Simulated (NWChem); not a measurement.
Si2HCl4, doublet; SMILES Cl[Si](Cl)[SiH](Cl)Cl

```xyz
7

Cl    -1.6888    -2.0356    -0.1474
Si    -0.0009    -1.0311     0.5128
Cl     1.6852    -2.0346    -0.1536
Si    -0.0037     1.1079    -0.4789
Cl    -1.6914     2.0849     0.1819
Cl     1.6873     2.0854     0.1731
H     -0.0076     1.1062    -1.9660
```
Atoms are numbered in this order, from 1.

Computed with NWChem. Pople sets run with spherical d functions. Spin-unrestricted. All runs use the structure optimised with PBE0/def2-SVP, spin-unrestricted. No stability test was run on the SCF state. Level: B3LYP/6-31G* with SMD (1 M gas to 1 M solution), gas-phase geometry. Reactions with the solvent are ignored.

```tsv
solvent	dielectric constant	solvation free energy (kcal/mol)	cavity-dispersion-structure term (kcal/mol)	dipole in solution (D)
water	78.4	-0.1	2.0	0.47
1-propanol	20.5	?	-3.7	0.47
cyclohexanone	15.6	-4.7	-2.8	0.46
tetrahydrofuran	7.43	-5.1	-3.3	0.44
```

**Question.** Complete the blanks.

**Answer.** 
- 1-propanol, solvation free energy (kcal/mol): -5.6
